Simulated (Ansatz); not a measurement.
A nudged elastic band was laid between two geometries of CH7ClOSi2 (12 atoms, charge 0, multiplicity 1).

The calculation used RKS B3LYP/def2-SVP in Ansatz 0.2.0.

```json
{"movable images": "7", "climbing image": "yes", "spring": "5.0 eV/Å²", "optimiser": "quadratic models (default)", "start path": "IDPP", "force threshold": "0.05 eV/Å", "iteration limit": "6", "end points": "relaxed"}
```

Initial state:

```xyz
12
Properties=species:S:1:pos:R:3
O -2.157 -0.067 1.943
Si -1.505 0.194 0.418
Si 0.794 -0.361 0.363
C 1.614 0.367 -1.200
Cl 0.671 -0.120 -2.675
H -2.214 -0.981 2.247
H -2.244 -0.573 -0.631
H -1.662 1.651 0.158
H 0.999 -1.842 0.368
H 1.503 0.201 1.556
H 1.632 1.466 -1.174
H 2.646 0.011 -1.338
```

Final state:

```xyz
12
Properties=species:S:1:pos:R:3
O -1.896 -0.355 2.012
Si -1.430 0.019 0.443
Si 0.882 -0.414 0.348
C 1.613 0.435 -1.198
Cl 0.651 -0.035 -2.667
H -2.839 -0.307 2.211
H -2.185 -0.799 -0.555
H -1.683 1.460 0.121
H 1.161 -1.878 0.271
H 1.577 0.142 1.550
H 1.570 1.531 -1.119
H 2.657 0.145 -1.383
```

Problem. What changes between the two ends?

Solution. No bond is made or broken. The dihedral H6–O1–Si2–H7 goes from 56 to -54°.

Problem. What energy profile does the band end with?

Solution. The forces met the threshold. The highest image is number 4 of 0 to 8, 0.011 eV above the first end and 0.031 eV above the last; the last end lies 0.021 eV below the first. Another band between the same ends (7 images) ends at a top of the same energy, where a vibrational analysis finds 1 clearly imaginary mode.

| image | path coordinate (Å) | energy (eV) | dihedral H6–O1–Si2–H7 (°) |
| --- | --- | --- | --- |
| 0 | 0.00 | 0.000 | 56 |
| 1 | 0.15 | 0.001 | 49 |
| 2 | 0.30 | 0.004 | 39 |
| 3 | 0.46 | 0.009 | 25 |
| 4 | 0.61 | 0.011 | 10 |
| 5 | 0.81 | 0.003 | -11 |
| 6 | 1.01 | -0.010 | -31 |
| 7 | 1.21 | -0.019 | -47 |
| 8 | 1.41 | -0.021 | -54 |

Problem. What is the geometry of the highest image?

Solution. 
```xyz
12
Properties=species:S:1:pos:R:3
O -2.015 -0.145 2.020
Si -1.444 0.125 0.466
Si 0.864 -0.365 0.362
C 1.602 0.419 -1.215
Cl 0.628 -0.087 -2.665
H -2.635 -0.870 2.152
H -2.209 -0.701 -0.519
H -1.633 1.567 0.130
H 1.115 -1.837 0.334
H 1.589 0.210 1.538
H 1.573 1.517 -1.172
H 2.643 0.111 -1.396
```

The band took 6 iterations and about 110 core-seconds.

Run time: 58 s on 2 threads of AMD EPYC 9R45 (Zen 5) (shared host), peak memory 0.3 GiB.
